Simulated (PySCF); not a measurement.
**A series of derivatives of O=C1C[SiH2]O[SiH2]1**

Parent skeleton `[O:1]=[C:2]1[CH2:3][SiH2:4][O:5][SiH2:6]1`; one hydrogen on atom 3 is replaced by X. Hydrogens on one atom are averaged.

- GFN2-xTB structure
- σ from GIAO-PBE0/pcSseg-1
- code: PySCF 2.14.0 with density-fitted response routines
- in vacuum, non-relativistic Hamiltonian, single conformer

δ = σ(ref) − σ, references computed at the same level: H2O for 17O; 13C and 29Si and 1H vs TMS.

Parent (X = H): O1 876.0, C2 247.2, C3 38.3, Si4 -10.7, O5 25.7, Si6 -49.0, H(C3) 2.14, H(Si4) 5.55, H(Si6) 4.75 ppm. Effects are Δδ = δ(X) − δ(H), positive for deshielding.

**Question.** Order these by the shift of C2, most shielded first.
A. X = C2H5
B. X = CONH2
C. X = SCH3

**Answer.** C (-35.7 ppm), A (+1.9 ppm), B (+7.2 ppm).

**Question.** Order these by the shift of H(C3), most shielded first.
A. X = C2H5
B. X = CONH2
C. X = SCH3
D. X = cPr

**Answer.** D (-0.64 ppm), C (-0.34 ppm), A (+0.03 ppm), B (+0.98 ppm).

Unscaled 17O shifts of doubly bonded oxygen tend to come out too high, by tens of ppm or more. Experimental scales use liquid or dissolved standards, which lie at an offset from isolated H2O (liquid H2O: subtract about 36 ppm).
